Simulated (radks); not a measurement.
Ar2+, configuration [Ne] 3s2 3p4 (the NIST ground configuration). All-electron calculation, scalar-relativistic Kohn-Sham, PBEsol, spin-polarised, spherical densities, point nucleus; open shells are filled with parallel spins first. Program: a radial shooting solver on a logarithmic mesh with Libxc functionals.

X-ray form factor f0, the Fourier transform of the density (f0(0) = 16):

sin(theta)/lambda (1/angstrom)  f0 (electrons)
0.05                                    15.719
0.1                                     14.939
0.15                                    13.824
0.2                                     12.571
0.25                                    11.352
0.3                                     10.271
0.4                                      8.651
0.5                                      7.609
0.6                                      6.864
0.8                                      5.606
1                                        4.435
1.25                                     3.239
1.5                                      2.423
2                                        1.614
